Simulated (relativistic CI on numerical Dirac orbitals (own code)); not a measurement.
**Cs XL: computed level list**

These numbers are calculated, not measured: Dirac-Coulomb-Breit CI, orbitals from a KLI potential per configuration, model QED, unscaled Slater integrals (own radial code, finite nucleus).

CI space (outside the closed core [Ne]): 3s2 3p4, 3s 3p5, 3s2 3p3 3d, 3p6, 3s 3p4 3d, 3p5 3d, 3s 3p3 3d2, 3s2 3p2 3d 4p, 3p5 4s, 3s 3p3 3d 4s, 3p5 4p, 3s2 3p3 4s, 3s2 3p2 3d2, 3s2 3p 3d3, 3s 3p2 3d3, 3s2 3p 3d2 4s, 3p4 3d2, 3p3 3d3, 3p3 3d2 4s, 3s2 3p2 3d 4s, 3s 3p2 3d2 4s, 3s2 3p 3d 4s2. Double excitations out of closed p, d and f shells are left out; levels of such configurations are missing from the list, as are those of other unlisted configurations, and high levels can miss mixing partners.

The lowest level is 3s2 3p4 3P_2, with 71 % of that term; Hund's rules for 3s2 3p4 give 3P with J = 2, in agreement.

```tsv
No.	Configuration	Term	J	E (10³ cm⁻¹)	%	Lifetime (s)
1	3s2 3p4	3P	2	0.0	71	
2	3s2 3p4	1S	0	106.4	58	1.36e-01
3	3s2 3p4	3P	1	666.9	98	1.66e-07
4	3s2 3p4	1D	2	725.3	71	3.20e-07
5	3p3(2D°) 3d	3F°	2	1283.7	30	5.37e-10
6	3p3(4S°) 3d	5D°	1	1313.2	31	4.37e-10
7	3p3(2P°) 3d	3P°	0	1326.9	52	2.08e-08
8	3p3(2P°) 3d	3F°	3	1327.8	28	1.39e-08
9	3s2 3p4	3P	0	1434.2	58	6.87e-08
10	3p3(2P°) 3d	3P°	2	1435.7	29	4.72e-10
11	3p3(2P°) 3d	3F°	4	1465.7	44	2.70e-05
12	3p3(2P°) 3d	3D°	3	1602.6	28	8.17e-12
13	3p3(2D°) 3d	3P°	1	1635.6	31	1.20e-11
14	3s 3p5	3P°	2	1659.3	56	7.08e-12
15	3p3(2P°) 3d	3D°	1	1762.3	29	6.18e-12
16	3p3(2D°) 3d	3F°	2	1907.3	45	1.98e-10
17	3p3(4S°) 3d	5D°	0	1907.5	43	1.04e-09
18	3p3(2D°) 3d	3D°	1	1914.5	51	2.71e-11
19	3p3(2D°) 3d	3F°	3	1948.9	40	1.64e-10
20	3p3(2D°) 3d	3G°	4	2007.6	53	1.16e-06
21	3p3(2D°) 3d	3D°	3	2058.6	58	8.88e-11
22	3p3(2P°) 3d	3F°	2	2070.9	55	1.89e-11
23	3p3(4S°) 3d	5D°	4	2074.3	46	2.26e-07
24	3p3(2D°) 3d	3P°	0	2102.7	39	9.21e-10
25	3p3(2D°) 3d	3D°	1	2108.4	35	1.69e-10
26	3p3(2D°) 3d	3F°	4	2139.9	68	1.17e-06
27	3p3(2D°) 3d	3G°	5	2162.2	99	1.06e-06
28	3p3(4S°) 3d	3D°	3	2178.8	55	1.54e-12
29	3p3(2D°) 3d	3P°	2	2191.2	40	1.32e-12
30	3p3(2D°) 3d	3S°	1	2202.2	50	1.32e-12
31	3p3(2P°) 3d	3D°	2	2258.5	52	1.15e-10
32	3p3(2P°) 3d	1P°	1	2282.4	30	1.25e-12
33	3p3(2P°) 3d	3F°	3	2300.2	37	3.91e-10
34	3p3(2D°) 3d	3D°	2	2319.3	41	5.17e-12
35	3p3(4S°) 3d	3D°	1	2357.4	35	2.44e-12
36	3p3(2D°) 3d	1F°	3	2360.7	47	5.12e-12
37	3s 3p5	3P°	0	2370.6	49	5.16e-12
38	3p3(2D°) 3d	1D°	2	2417.5	42	2.24e-12
39	3s 3p5	1P°	1	2521.8	34	1.87e-12
40	3p2(1S) 3d2(3F)	3F	2	2613.4	35	2.00e-10
41	3p2(1S) 3d2(3P)	3P	0	2715.7	47	3.14e-10
42	3s 3p4(3P)<4P> 3d	5D	3	2742.3	26	1.41e-10
43	3s 3p4(3P)<4P> 3d	5D	2	2754.6	33	7.90e-11
44	3s 3p4(3P)<4P> 3d	5P	1	2764.1	26	7.83e-11
45	3s 3p4(3P)<4P> 3d	5D	4	2799.5	23	1.30e-10
46	3p3(2P°) 3d	3P°	0	2826.6	64	1.05e-12
47	3p3(2P°) 3d	3F°	4	2843.1	54	1.02e-07
48	3p3(2P°) 3d	3P°	1	2845.6	32	1.25e-12
49	3p3(2P°) 3d	3P°	2	2860.0	36	4.95e-12
50	3p3(2P°) 3d	1F°	3	2865.7	44	1.72e-12
51	3s 3p4(3P)<4P> 3d	5D	3	2876.0	25	1.09e-11
52	3p3(2P°) 3d	1D°	2	2889.2	36	3.06e-12
53	3p2(1S) 3d2(3P)	3P	2	2895.2	17	1.21e-11
54	3s 3p4(1D)<2D> 3d	3D	1	2916.9	38	1.05e-11
55	3s 3p4(3P)<4P> 3d	3F	4	2934.1	32	4.88e-11
56	3p3(2P°) 3d	3D°	3	2942.7	48	3.94e-10
57	3s 3p4(3P)<4P> 3d	3P	0	2956.8	49	1.62e-11
58	3s 3p4(3P)<4P> 3d	5F	5	2978.0	73	1.85e-11
59	3s 3p4(3P)<4P> 3d	3F	4	2978.4	18	5.88e-12
60	3s 3p4(3P)<4P> 3d	5P	1	2993.8	30	5.61e-12
61	3s 3p4(1S)<2S> 3d	3D	2	3013.5	28	1.15e-11
62	3s 3p4(1D)<2D> 3d	1S	0	3034.5	31	9.14e-12
63	3s 3p4(1D)<2D> 3d	3G	3	3048.7	34	4.36e-12
64	3s 3p4(3P)<4P> 3d	5F	1	3056.2	32	7.09e-12
65	3s 3p4(3P)<4P> 3d	5F	2	3077.2	18	5.36e-12
66	3s 3p4(1S)<2S> 3d	3D	2	3091.4	19	5.43e-12
67	3s 3p4(3P)<4P> 3d	3P	1	3115.9	44	6.92e-12
68	3s 3p4(3P)<4P> 3d	5D	4	3118.7	19	6.33e-12
69	3s 3p4(3P)<4P> 3d	3D	3	3141.9	33	9.08e-12
70	3p3(2P°) 3d	1P°	1	3165.5	40	2.09e-12
```

Energies count from the lowest computed level; ° marks odd parity; lifetimes are radiative, by E1, M1, E2, M2, E3 decay to levels of this space only. Percentages are summed over parent terms; the parents shown are those of the largest component, closed shells are left out there, and <> holds an intermediate term.

The mean weight of the leading LS term, summed over parents, in these 70 levels is 42 %, and that of the leading jj configuration (from the same eigenvectors) 75 %, so jj coupling describes them better and the LS labels are nominal.

At this charge energies of transitions that change n are usually good to better than 1 %, and those within a shell (Δn = 0) to a few per cent.

LS names give the leading component of a level, which can be under half, so a name can repeat, a term be missing and a line seem to break the LS rules.
